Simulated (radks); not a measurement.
Coulomb parameter of the 4d shell of the palladium ion Pd3+ in the model configuration [Kr] 4d5.5 5s1.5, as a second difference U = [E(n + 0.5) + E(n - 0.5) - 2 E(n)] / (0.5)^2 with all orbitals relaxed. "Bare": the charge of the atom changes with n. "Screened": the 5s shell takes up the change at fixed total charge, which measures U(4d,4d) + U(5s,5s) - 2 U(4d,5s). All-electron calculation, scalar-relativistic Kohn-Sham, r2SCAN, spin-unpolarised, spherical densities, finite nucleus; meta-GGA in the generalised Kohn-Sham scheme; Fermi nuclear charge, rms radius 4.5318 fm. Program: a radial shooting solver on a logarithmic mesh with Libxc functionals.

| case | configuration | E - E(n) (eV) |
|---|---|---|
| start | [Kr] 4d5.5 5s1.5 | 0.000 |
| bare +0.5 | [Kr] 4d6 5s1.5 | -22.275 |
| bare -0.5 | [Kr] 4d5 5s1.5 | 26.139 |
| screened +0.5 | [Kr] 4d6 5s1 | -7.255 |
| screened -0.5 | [Kr] 4d5 5s2 | 7.762 |

U(bare) = 15.454 eV, U(screened by 5s) = 2.027 eV, against the Slater integral F0(4d,4d) = 19.641 eV with frozen orbitals.
